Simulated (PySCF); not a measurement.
A calculated (TPSS, PySCF 2.14, jorge-DZP-DKH, scalar relativity by spin-free X2C-1e) atom or ion has these occupied shells.

```csv
shell,electrons,orbital energy (eV),"rms radius, mean of both spins (bohr)"
1s α,1,-859.13,0.183
1s β,1,-858.10,0.183
2s α,1,-57.568,0.953
2s β,1,-55.001,0.953
2p α,3,-33.553,1.00
2p β,2,-31.596,1.00
```

Question: Name the element and its charge.

Answer: Ne⁺ (neon, charge +1), in [He] 2s2 2p5, 2P determinant.
